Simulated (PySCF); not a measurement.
Dipole moment and polarisability of `O=C1[C@@H](F)CS[C@@H]1F`

C4H4F2OS.
Cartesian coordinates in Å at the PBE0-D3(BJ)/def2-SVP level; atoms count from 1:
```xyz
12
C4H4F2OS angstrom
O      0.7727   -1.2413    1.7154
C      0.5732   -0.6048    0.7240
C     -0.5726   -0.8152   -0.2577
F     -1.4565   -1.7371    0.1956
C     -1.2118    0.5550   -0.4348
S      0.0909    1.8163   -0.1101
C      1.3710    0.6082    0.2567
F      2.0899    0.2445   -0.8580
H     -0.1301   -1.1643   -1.2082
H     -1.6371    0.7105   -1.4347
H     -2.0071    0.6600    0.3171
H      2.0577    0.9840    1.0276
```

Level: CAM-B3LYP/def2-SVPD (PySCF), static field, nuclei fixed, core orbitals frozen in the response. The polarisability tensor in these axes (au):

```
x   69.27  0.63  4.92
y    0.63 72.06 -6.18
z    4.92 -6.18 62.63
```

Diagonalise the tensor; give its mean and Δα, where Δα² is half the sum of the squared differences of the eigenvalues.

Principal values 57.66, 70.66 and 75.64 au; mean 67.99 au = 10.07 Å³ = 11.21 × 10⁻⁴⁰ C²·m²/J; Δα = 16.08 au (24 % of the mean).

What is the dipole moment, and where does it point?

(-0.89, 1.87, -1.57) D, 2.60 D in size, pointing from the negative to the positive side. Measured along this direction, the outermost atoms are O1 at the negative end and H10 at the positive end.

Rayleigh depolarisation ratio (linearly polarised light, static tensor)?

ρ = 3Δα²/(45ᾱ² + 4Δα²) = 775.7/(208001 + 1034.3) = 0.00371.

Find the Langevin capture rate constant for NO+ (29.998 u) meeting this molecule (137.995 u), k = 2.342 × 10⁻⁹ cm³/s × √(α in Å³ / reduced mass in u).

The reduced mass is 24.64 u, so k = 1.50 × 10⁻⁹ cm³/s. The formula leaves out the permanent dipole, which adds to the capture rate.

What are the principal values of the traceless quadrupole moment, Θ = ½Σq(3rr − r²1), about the centre of nuclear charge?

-11.54, 3.56, 7.97 D·Å. The values depend on the origin, since the dipole doesn't vanish. The electronic extent ⟨r²⟩ about the same centre is 987 bohr², a root-mean-square distance of 1.99 Å for the 70 electrons.

What molar refraction does this α imply?

Lorentz–Lorenz: R = (4π/3)N_A α = 2.5225 cm³/(mol·Å³) × 10.07 Å³ = 25.4 cm³/mol, in the limit of long wavelengths.

Refractivity n − 1 of an ideal gas of it at 500 K and 1 atm, from the electronic α?

N = p/kT = 1.4678 × 10¹⁹ cm⁻³, so n − 1 = 2π × N × 10.07 × 10⁻²⁴ cm³ = 929 × 10⁻⁶ at long wavelengths, for an ideal gas.

The structure is a single PBE0-D3(BJ)/def2-SVP conformer in the gas phase; no vibrational or solvent corrections.
